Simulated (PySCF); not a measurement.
## CuOCl + HF → CuOF + HCl

Level: PBE0 in the def2-TZVP basis family, all electrons, no relativity, computed in PySCF with density fitting; open shells unrestricted.

```tsv
species	state and structure	E (Eh)	ZPE (kJ/mol)	H(298 K) − H(0) (kJ/mol)	S° (J/(mol K))
CuOCl	triplet, C∞v, Cu–Cl 2.054 Å, Cu–O 1.704 Å; Cl–Cu–O 180.0°	-2175.47286	8.2	13.4	280.3
HF	singlet, C∞v, H–F 0.920 Å	-100.39188	24.9	8.7	173.6
CuOF	triplet, C∞v, Cu–F 1.723 Å, Cu–O 1.681 Å; F–Cu–O 180.0°	-1815.17341	10.3	12.7	267.9
HCl	singlet, C∞v, H–Cl 1.279 Å	-460.66440	17.9	8.7	186.6
```

**Question.** What is the electronic reaction energy?

**Answer.** At PBE0/def2-TZVP, ΔE = 70.7 kJ/mol from the differences of the total energies times 2625.5, uphill. Ligand exchange with HF takes part in thermal etching.

**Question.** Add zero-point, thermal and entropy terms for 298.15 K and 1 bar.

**Answer.** ΔZPE = -4.9 and Δ[H(298) − H(0)] = -0.7 kJ/mol give ΔH° = 65.1 kJ/mol. ΔS° = 0.6 J/(mol K), so ΔG° = 65.1 − 298.15 × (0.0006) = 65 kJ/mol and log₁₀K = -11.4.

Open d or f shells are single determinants, so the state found may not be the ground state. Each species is the lowest minimum found with this bonding; other isomers or fragments can lie lower.
